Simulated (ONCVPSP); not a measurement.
Before and after: ONCV potential for beryllium (Be)

ONCVPSP 4.0.1 input, shortened (lines: element, Z, core and valence counts, functional; n l f; lmax; l rc ep ncon nbas qcut; lloc lpopt rc5 dvloc0; l nproj debl; icmod fcfact rcfact), PBE, scalar-relativistic:

```
  Be 4.00    0    2        4      upf
    1    0    2.00
    2    0    1.00
    1
    0    0.90    0.00    4    7   11.40
    1    0.85    0.05    4    7   10.40
    4    5    0.55    0.00
    0    2    3.60
    1    2    2.10
    0    0.00    0.00
```

All-electron outer shells of the reference configuration (PBE, scalar-relativistic, ld1.x):

| shell | level (eV) | outermost node (bohr) | outermost maximum (bohr) |
| --- | --- | --- | --- |
| 1s | -117.79 | – | 0.27 |
| 2s | -13.70 | 0.59 | 1.89 |

Change: all radii scaled by about 0.90 (s 0.82, p 0.76 bohr); local potential polynomial inside 0.50 bohr (lpopt 5, dvloc0 0 Ha).

Cutoffs: the cutoffs (Ha) at which the residual kinetic energy of the hardest occupied pseudo-wave falls to 1 and 0.1 mHa per electron; they do not see the model core or the augmentation charge, which bear on the density cutoff. Errors are all-electron minus pseudo energies relative to the spin-unpolarised reference configuration.

Task: How do hardness, ghosts and transferability respond?

Result: The potential gets harder (59 Ha and 114 Ha → 67 Ha and 173 Ha); the errors of the 4 common tests hardly move; neither file shows a bound ghost. A smaller radius makes the pseudo-wave follow the all-electron one further in, where it bends more sharply, so more plane waves are needed.

| quantity | base | changed |
| --- | --- | --- |
| cutoff, loose | 59 Ha | 67 Ha |
| cutoff, tight | 114 Ha | 173 Ha |
| bound ghosts | none | none |
| GHOST(+) flags under 300 eV | none | none |
| error for 1s2 2s2, meV [ΔE -9.55 eV] | +0.6 | +0.5 |
| error for 1s2 2s0, meV [ΔE 17.95 eV] | +2.2 | +2.2 |
| error for 1s2 2s1.5, meV [ΔE -5.79 eV] | +0.2 | +0.2 |
| error for 1s2 2s1 2p1, meV [ΔE -5.94 eV] | -0.3 | -0.2 |
